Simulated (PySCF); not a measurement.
CH3F3O3Sn, SMILES [OH][Sn]([OH])([OH])[C](F)(F)F (connectivity only; charge and spin as stated), charge -1, multiplicity 2.

Coordinates come from a PBE0-D3(BJ)/def2-SVPD optimisation. The def2 effective core potentials stand for the cores of Sn; spin–orbit coupling is left out. The values are those of a single conformer.

Two levels are set side by side: PBE/def2-SVPD (PySCF) and PBE0/def2-SVPD (PySCF). Same geometry, gas phase. Differences are taken from unrounded values.

```json
[
 {"quantity": "α-spin orbital gap (eV)", "PBE": "3.13"},
 {"quantity": "β-spin orbital gap (eV)", "PBE": "2.72"},
 {"quantity": "mean polarisability (bohr³)", "PBE": "101.7"}
]
```

**Question.** These are the PBE values. What does PBE0 give? (The exact figures need the calculation; the answer reports its results.)

**Answer.** 
| quantity | PBE0 | PBE minus PBE0 |
|---|---|---|
| α-spin orbital gap (eV) | 4.83 | -1.70 |
| β-spin orbital gap (eV) | 5.03 | -2.31 |
| mean polarisability (bohr³) | 91.7 | 10.0 |

PBE's more diffuse valence density responds more strongly to a field. Differences between two approximate levels are no errors against the true value.

Rough cost on one machine, each run with all the roots and properties that it gave: PBE0 against PBE within a factor of 2.
